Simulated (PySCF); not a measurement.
Si(GeH3)(OH)(OMe)2, SMILES CO[Si](O)([GeH3])OC, singlet at its GFN2-xTB optimised geometry (Å):

```
17

C     -1.6334    -1.7852    -1.7565
O     -0.3196    -1.6260    -1.3075
Si     0.1217    -0.7816     0.0000
O      1.7426    -0.7816     0.0000
Ge    -0.4449     1.4621     0.0000
O     -0.5534    -1.5522     1.2677
C     -0.5059    -1.1155     2.5946
H     -1.5978    -2.3105    -2.7109
H     -2.1131    -0.8115    -1.8967
H     -2.2154    -2.3664    -1.0393
H      2.2154    -1.5511    -0.3092
H      0.5031     2.3664     0.7216
H     -1.7690     1.7751     0.6444
H     -0.5820     2.0933    -1.3513
H      0.4721    -1.3318     3.0307
H     -0.6852    -0.0361     2.6568
H     -1.2794    -1.6432     3.1531
```

Calculation: PBE0/def2-SVP run with PySCF 2.14.0. Cells within 0.4 Å of a nucleus heavier than hydrogen are left out (blank, or x).

Map of the log10 of the electron density (e/bohr³), floored at −4 on the plane z = 0.0 Å:

```
|00000000000000000000000000000|
|00000000000001110000000000000|
|00000000011112222110000000000|
|00000001122223333221000000000|
|00000012233334444332100000000|
|00000123344455555432100000000|
|00001234455566666543210000000|
|00001245566677766543210000000|
|00002345667799876543210000000|
|000023456679xx976543210000000|
|000013456679xx976543210000000|
|00001234566799866543221000000|
|00001223456677766544433100000|
|00000123345667766555554310000|
|00000012345667766667765420000|
|00000012334567886788876431000|
|00000012234568xx778xx87531000|
|00000112334568xx778xx87532000|
|00000122344566876788886532000|
|00001223344566666667776531000|
|00001233334555555555665431000|
|00002334433445544444444320000|
|00001233333344433223332200000|
|00001233322223222111111000000|
|00000122221111110000000000000|
|00000011110000000000000000000|
|00000000000000000000000000000|
|00000000000000000000000000000|
|00000000000000000000000000000|
```
Scale: ten equal steps from -4.00 (start of '0') to 0.146 (end of '9'), in the order '0123456789'; x runs from -4.50 to 4.50, y from -4.50 (bottom) to 4.50 (top).
